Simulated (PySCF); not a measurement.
Gas-phase reaction: 2 InH + 2 F → 2 InF + H2

Method: PySCF energies (xtb for GFN2) plus ideal-gas RRHO corrections (1 bar). † marks an energy on the PBE0/def2-TZVP geometry and frequencies; other levels use their own. CCSD(T) freezes the core. Open shells (unrestricted): F (multiplicity 2, electronic degeneracy 6); the rest are closed-shell singlets. GFN2 has no spin-polarisation term. Spin-orbit splitting is ignored; it lowers the true energy and changes the entropy of F. B3LYP is the form with VWN-RPA correlation. In: scalar-relativistic def2 core potential, no spin-orbit coupling. InH: computed as isolated molecules; such fragments, hydroxides, amides, oligomers or adducts are transient or little studied in the gas. CCSD(T) isn't extrapolated to the basis-set limit; its ΔH°(298 K) is -896.9 kJ in def2-SVP and -957.5 kJ in def2-TZVPP. The harmonic model lacks anharmonicity and excited electronic states, which grow with temperature; levels with a mode under 35 cm⁻¹ are left out.

| level | ΔE electronic, kJ | ΔH°(298 K), kJ | ΔS°(298 K), J/K | ΔG°(600 K), kJ |
|---|---|---|---|---|
| B3LYP/def2-TZVP† | -994 | -981 | -133 | -901 |
| CCSD(T)/def2-SVP† | -909 | -897 | -133 | -817 |
| CCSD(T)/def2-TZVPP† | -970 | -958 | -133 | -877 |
| GFN2-xTB | -1080 | -1069 | -129 | -991 |
| HF/def2-TZVP† | -699 | -686 | -133 | -606 |
| PBE/def2-SVP | -1016 | -1003 | -133 | -923 |
| PBE/def2-TZVP† | -1041 | -1029 | -133 | -949 |
| PBE0/def2-QZVP† | -982 | -970 | -133 | -889 |
| PBE0/def2-SVP† | -943 | -930 | -133 | -850 |
| r2SCAN/def2-TZVP† | -1010 | -997 | -133 | -917 |
| LDA/def2-TZVP† | -1157 | -1144 | -133 | -1064 |
ΔH° is lowest at LDA/def2-TZVP† and highest at HF/def2-TZVP†. No reference value is set beside these.
